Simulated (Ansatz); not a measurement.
Ansatz (a first-principles code) input (PBE/6-31G* with LANL2DZ past Ar): The .json file joins the Basis Set Exchange's 6-31G* for atoms up to Ar and LANL2DZ past it.

Ansatz 0.2 input:
```yaml
crystal:
  periodic: [false, false, false]
  atoms:
    - {symbol: Y, position_ang: [0.46271800, 0.32774800, -0.25989000]}
    - {symbol: O, position_ang: [-0.56370600, 1.57863500, -1.16077700]}
    - {symbol: Cl, position_ang: [-0.79625600, -1.49478000, 1.14246500]}
basis:
  gaussian:
    orbitals: 6-31Gs+LANL2DZ.json
hamiltonian:
  xc: {name: PBE}
total_charge: -1
magnetization: {spin_polarized: true, initial_magnetization: 1}
output: {forces: true}
```

Output:

```
Functional definition: PBE
integrals: 0.02 GiB planned
613 factors; their error is unknown
mean field: 0.16 GiB planned
mean field evaluation 1: about -15596.6853 eV, gradient 2.0e1 eV
mean field evaluation 2: about -15505.1557 eV, gradient 1.2e2 eV
mean field evaluation 4: about -15598.2484 eV, gradient 6.7e0 eV
mean field evaluation 8: about -15598.5018 eV, gradient 1.3e-1 eV
mean field evaluation 16: about -15598.4843 eV, gradient 4.1e-5 eV
mean field -15598.48429132 eV, -573.2337246735 hartree, gradient 4.1e-5 eV, S^2 0.751564; 0 other end points of the search recorded, 0 dependent functions left out
the calculation of the forces begins
reference -15598.48434803 eV, -573.2337267577 hartree; 19, 18 occupied and 37, 38 virtual orbitals, 613 factors
Total energy: -15598.48434803 eV, -573.2337267577 hartree
Atom 0 at     0.462718     0.327748    -0.259890 Å, force     0.382394    -0.413444     0.296356 eV/Å
Atom 1 at    -0.563706     1.578635    -1.160777 Å, force    -0.365614     0.403162    -0.289223 eV/Å
Atom 2 at    -0.796256    -1.494780     1.142465 Å, force    -0.016780     0.010282    -0.007133 eV/Å
Dipole moment:     0.272153    -0.189887     0.132964 e Å
```

The dipole moment of an ion depends on the origin.

The geometry given is a B3LYP-D3(BJ)/def2-TZVP minimum.
